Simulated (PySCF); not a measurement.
Species: C₈H₇N.
SMILES: `CC#Cc1ccccn1`

The closed-shell ground state was solved at several levels (PySCF, density fitting, gas phase, non-relativistic). Isolated species at its PBE0-D3(BJ)/def2-SVP geometry, gas phase.

| level | basis functions | HOMO (eV) | LUMO (eV) | gap (eV) | dipole (D) |
| --- | --- | --- | --- | --- | --- |
| B3LYP/pcJ-1 | 313 | -6.63 | -1.33 | 5.30 | 1.91 |
| PBE0/pcSseg-1 | 188 | -6.86 | -1.18 | 5.68 | 1.91 |

Task: Estimate the row for PBE0/def2-SVPD, a basis of 236 functions; the other rows only guide the guess.

Result: HOMO -6.85 eV, LUMO -1.21 eV, gap 5.64 eV, dipole 1.88 D.

Task: Over all these levels, which gives the widest orbital gap and which the narrowest?

Result: PBE0/pcSseg-1 (global hybrid, 25 % exact exchange) has the widest, 5.68 eV, and B3LYP/pcJ-1 (global hybrid, 20 % exact exchange) the narrowest, 5.30 eV. Functional and basis both differ between the two, so the spread mixes both effects.

Task: How far do the dipole and the HOMO energy spread over the levels?

Result: The dipole runs from 1.88 to 1.91 D (mean 1.90 D) and the HOMO from -6.86 to -6.63 eV.
